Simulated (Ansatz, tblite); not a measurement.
Removing and adding an electron: InCl2I (InICl₂). Total charge 0; singlet. Geometry: PBE0-D4/def2-SVP. Ansatz, gas phase; energy differences of separate SCF runs; the oxidised species was run as a doublet alone; the reduced species was run as a doublet alone.

```xyz
4

In    0.0272   -0.0093   -0.0420
Cl    2.2777   -0.5934    0.0699
Cl   -0.9241    0.1325   -2.1618
I    -1.3808    0.4702    2.1340
```

In the def2 sets I, In take a core potential; there is no spin–orbit coupling. The xTB rows come from tblite. HOMO above LUMO, or a gap near zero within one spin, warns that the state may not be the lowest or that an electron is smeared out.

Problem. Estimate orbital energies and vertical ionisation energies and electron affinities at: GFN1-xTB; GFN2-xTB; PBE-D4/def2-TZVP; PBE-D4/def2-TZVPD; r2SCAN-D4/def2-TZVP; r2SCAN-D4/def2-TZVPD; PBE0-D4/def2-TZVP; PBE0-D4/def2-TZVPD.

Solution. 
| level | −HOMO (eV) | vertical IE (eV) | −LUMO (eV) | vertical EA (eV) | HOMO–LUMO gap (eV) | IE − EA (eV) | remarks |
| --- | --- | --- | --- | --- | --- | --- | --- |
| GFN1-xTB | 12.17 | 14.67 | 8.12 | 5.77 | 4.05 | 8.90 | – |
| GFN2-xTB | 12.31 | 14.98 | 9.34 | 6.73 | 2.98 | 8.25 | – |
| PBE-D4/def2-TZVP | 7.16 | 9.96 | 3.91 | – | 3.25 | – | gap within one spin near zero (+1 doublet) |
| PBE-D4/def2-TZVPD | 7.18 | – | 3.96 | 1.63 | 3.22 | – | HOMO above zero (-1 doublet) |
| r2SCAN-D4/def2-TZVP | 7.48 | 10.20 | 3.77 | – | 3.71 | – | – |
| r2SCAN-D4/def2-TZVPD | 7.49 | – | 3.79 | 1.56 | 3.69 | – | HOMO above zero (-1 doublet) |
| PBE0-D4/def2-TZVP | 8.32 | 10.35 | 3.12 | – | 5.20 | – | – |
| PBE0-D4/def2-TZVPD | 8.34 | – | 3.16 | 1.56 | 5.17 | – | HOMO above zero (-1 doublet) |

   A HOMO above zero means that the electron is unbound at that level or that self-interaction error raises the level; the energy of removing that electron tells which. Raw xTB energy differences between charge states are shifted by several eV; the methods need an empirical correction for them.
